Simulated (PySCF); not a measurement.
Ta(2+) (tantalum, charge +2) across methods

[Xe] 4f14 5d3, high-spin 4F determinant. Calculation: PySCF 2.14, in x2c-TZVPPall; scalar relativity by spin-free X2C-1e. The B2PLYP total includes its PT2 part (frozen core); its orbital energies are those of the SCF part.

| method | E (hartree) | mean ε 4f α (eV) | mean ε 4f β (eV) | mean ε 5d α (eV) | Σ⟨r²⟩ (bohr²) | ⟨S²⟩ |
| --- | --- | --- | --- | --- | --- | --- |
| LDA | -15594.25 | -41.038 | -40.738 | -19.429 | 41.47 | 3.751 |
| revPBE | -15604.80 | -40.488 | -40.217 | -19.301 | 41.38 | 3.751 |
| B2PLYP | -15603.10 | -48.897 | -48.572 | -21.860 | 41.18 | 3.753 |
| UHF | -15599.26915 | -56.106 | -55.782 | -24.106 | 40.97 | 3.756 |
| PBE0 | -15604.15 | -44.687 | -44.385 | -20.692 | 41.17 | 3.752 |
| r2SCAN | -15604.48 | -40.827 | -40.506 | -19.637 | 41.09 | 3.753 |
| PW91 | -15605.97 | -40.692 | -40.409 | -19.400 | 41.42 | 3.751 |

Estimate the same row for PBE.

E (hartree) = -15604.37; mean ε 4f α (eV) = -40.593; mean ε 4f β (eV) = -40.313; mean ε 5d α (eV) = -19.347; Σ⟨r²⟩ (bohr²) = 41.44; ⟨S²⟩ = 3.751.

Spin-orbit coupling, absent here, splits the open shell strongly.
